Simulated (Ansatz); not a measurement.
Cost and result for the atomization energy of C₂H₅BCl₂ (`CC(Cl)BCl`) (10 atoms, 9 bonds).

Z-matrix (Å, degrees):
```
C
C 1 1.505
H 1 1.094 2 108.9
H 1 1.092 2 111.5 3 -119.3
H 1 1.091 2 111.2 3 119.2
Cl 2 1.827 1 110.8 3 -179.3
B 2 1.562 1 118.8 3 -75.5
H 2 1.089 1 112.7 3 63.2
Cl 7 1.746 2 120.8 1 147.4
H 7 1.191 2 120.8 1 -32.6
```

Charge 0, multiplicity 1. The structure was optimised at the PBE0-D4/def2-TZVP level. It is one conformer, not always the lowest. Program: Ansatz. All runs use 4 threads of an AMD EPYC 9R45 on a shared host. Times are those of one run each, without the atoms' runs, and a repeat can differ threefold. Electronic energies, without spin–orbit coupling; frozen cores. CCSD(T)/CBS adds CCSD(T) − MP2 in def2-TZVPP to the MP2 limit, and its time is that of the two runs behind it. T1 = 0.011. HSE06 is the plane-wave form, built on full-range PBE exchange.

CCSD(T)/CBS is a level of theory with its own doubt, some kJ/mol a heavy atom from the limit and from the frozen cores, so smaller differences don't rank the functionals.

```csv
level,functions,wall time,atomization (kcal/mol),difference from CCSD(T)/CBS,per bond
revPBE-D4/def2-TZVPP,247,0.75 s,880.4,3.2,0.4
BLYP-D4/def2-TZVPP,247,0.75 s,873.7,-3.5,-0.4
PBE-D4/def2-TZVPP (with forces),247,0.95 s,900.9,23.7,2.6
BHLYP-D4/def2-TZVPP,247,1.1 s,858.1,-19.1,-2.1
PBE0-D4/def2-TZVPP,247,1.1 s,889.4,12.2,1.4
HSE06-D4/def2-TZVPP,247,1.2 s,890.0,12.8,1.4
CAM-B3LYP-D4/def2-TZVPP,247,1.2 s,880.4,3.2,0.4
CCSD(T)/def2-SVP,103,1.4 s,840.7,-36.5,-4.0
r2SCAN-D4/def2-TZVPP (with forces),247,1.5 s,887.1,9.9,1.1
ωB97M-V/def2-TZVPP (with forces),247,3.5 s,884.5,7.3,0.8
MP2/def2-QZVPP,461,7 s,887.1,9.9,1.1
CCSD(T)/def2-TZVPP,247,33 s,857.2,-20.0,-2.2
CCSD(T)/CBS(def2),–,40 s,877.2,0.0,0.0
```

From r2SCAN to r2SCAN0 (25 % exact exchange), in def2-TZVPP and without D4, the atomization energy moves by −10.2 kcal/mol: exact exchange takes away binding that semilocal exchange gives to molecules. In def2-TZVPP, CCSD(T) changes the Hartree–Fock value by +191.0 kcal/mol (the triples alone add +13.4 kcal/mol) and MP2 by +209.3 kcal/mol; breaking electron pairs costs correlation energy, which Hartree–Fock lacks. At CCSD(T), def2-SVP lies −36.4 kcal/mol from the extrapolated value and def2-TZVPP −19.9 kcal/mol: correlation converges slowly with the basis, and small sets miss more of it in the bonded molecule than in its fragments.
